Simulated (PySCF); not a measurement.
CH5O (SMILES C[OH2+]), charge +1, singlet, at a GFN2-xTB geometry; M062X/def2-SVP (PySCF).

Input for PySCF:
```python
from pyscf import gto, scf, dft

mol = gto.M(
    atom='''
C    -0.737154    0.122627    0.078956
O     0.689446   -0.101330   -0.156018
H    -1.288289   -0.589333   -0.533403
H    -0.971855    1.132604   -0.253429
H    -1.000201    0.000283    1.128716
H     0.939683   -1.018858    0.088706
H     1.228020    0.550182    0.343820
''',
    basis='def2-svp',
    charge=1,
    spin=0,
    verbose=4,
)

mf = dft.RKS(mol)
mf.xc = 'm062x'
mf.kernel()
```

It wrote (shortened):

```
PySCF version 2.14.0

[INPUT] verbose = 4
[INPUT] num. atoms = 7
[INPUT] num. electrons = 18
[INPUT] charge = 1
[INPUT] spin (= nelec alpha-beta = 2S) = 0
[INPUT] symmetry False subgroup None
[INPUT] Mole.unit = angstrom
[INPUT] Symbol           X                Y                Z      unit          X                Y                Z       unit  Magmom
[INPUT]  1 C     -0.737154000000   0.122627000000   0.078956000000 AA   -1.393019171628   0.231731445477   0.149205215891 Bohr   0.0
[INPUT]  2 O      0.689446000000  -0.101330000000  -0.156018000000 AA    1.302864117677  -0.191485948202  -0.294831290502 Bohr   0.0
[INPUT]  3 H     -1.288289000000  -0.589333000000  -0.533403000000 AA   -2.434513379290  -1.113677966168  -1.007985584021 Bohr   0.0
[INPUT]  4 H     -0.971855000000   1.132604000000  -0.253429000000 AA   -1.836539782789   2.140311367587  -0.478911402022 Bohr   0.0
[INPUT]  5 H     -1.000201000000   0.000283000000   1.128716000000 AA   -1.890105959516   0.000534792493   2.132964112415 Bohr   0.0
[INPUT]  6 H      0.939683000000  -1.018858000000   0.088706000000 AA    1.775743513910  -1.925362579822   0.167630045606 Bohr   0.0
[INPUT]  7 H      1.228020000000   0.550182000000   0.343820000000 AA    2.320621475488   1.039693298665   0.649725636148 Bohr   0.0

nuclear repulsion = 46.4092710413923
number of shells = 27
number of NR pGTOs = 83
number of NR cGTOs = 53
basis = def2-svp
ecp = {}

******** <class 'pyscf.dft.rks.RKS'> ********
method = RKS
initial guess = minao
damping factor = 0
level_shift factor = 0
DIIS = <class 'pyscf.scf.diis.CDIIS'>
diis_start_cycle = 1
diis_space = 8
diis_damp = 0
SCF conv_tol = 1e-09
SCF conv_tol_grad = None
SCF max_cycles = 50
direct_scf = True
direct_scf_tol = 1e-13
XC library pyscf.dft.libxc version 7.1.2
    S. Lehtola, C. Steigemann, M. J. T. Oliveira, and M. A. L. Marques,  SoftwareX 7, 1–5 (2018)
XC functionals = m062x
    Y. Zhao and D. G. Truhlar,  Theor. Chem. Acc. 120, 215 (2008)
    Y. Zhao and D. G. Truhlar,  Theor. Chem. Acc. 120, 215 (2008)
radial grids:
    Treutler-Ahlrichs [JCP 102, 346 (1995); DOI:10.1063/1.469408] (M4) radial grids

becke partition: Becke, JCP 88, 2547 (1988); DOI:10.1063/1.454033
pruning grids: <function nwchem_prune>
grids dens level: 3
symmetrized grids: False
atomic radii adjust function: <function treutler_atomic_radii_adjust>
small_rho_cutoff = 0
Set gradient conv threshold to 3.16228e-05
Initial guess from minao.
tot grids = 77240
init E= -116.302728077955
  HOMO = -0.4042113484288  LUMO = -0.0014339345115304  gap/eV = 10.96013
cycle= 1 E= -115.846657256098  delta_E= 0.456  |g|= 0.295  |ddm|=  2.2
  HOMO = -0.70872902633347  LUMO = -0.212322439619978  gap/eV = 13.50791
cycle= 2 E= -115.866617783721  delta_E= -0.02  |g|= 0.146  |ddm|= 0.418
  HOMO = -0.688889667510665  LUMO = -0.19875673377821  gap/eV = 13.33720
cycle= 3 E= -115.870427249283  delta_E= -0.00381  |g|= 0.0485  |ddm|= 0.126
  HOMO = -0.689449611507628  LUMO = -0.193036186787772  gap/eV = 13.50810
cycle= 4 E= -115.870872857475  delta_E= -0.000446  |g|= 0.0138  |ddm|= 0.0348
  HOMO = -0.690843906742582  LUMO = -0.193729304960651  gap/eV = 13.52718
cycle= 5 E= -115.870905467755  delta_E= -3.26e-05  |g|= 0.00326  |ddm|= 0.00993
  HOMO = -0.690086326189739  LUMO = -0.193505519124286  gap/eV = 13.51265
cycle= 6 E= -115.87090784884  delta_E= -2.38e-06  |g|= 0.000359  |ddm|= 0.00287
  HOMO = -0.690138726551723  LUMO = -0.193522883493053  gap/eV = 13.51361
cycle= 7 E= -115.870907884335  delta_E= -3.55e-08  |g|= 3.94e-05  |ddm|= 0.000377
  HOMO = -0.690146318862866  LUMO = -0.193519728230321  gap/eV = 13.51390
cycle= 8 E= -115.870907885108  delta_E= -7.73e-10  |g|= 9.1e-06  |ddm|= 6.71e-05
  HOMO = -0.690146230583401  LUMO = -0.193519335279404  gap/eV = 13.51391
Extra cycle  E= -115.870907885145  delta_E= -3.69e-11  |g|= 2.78e-06  |ddm|= 1.37e-05
converged SCF energy = -115.870907885145
```
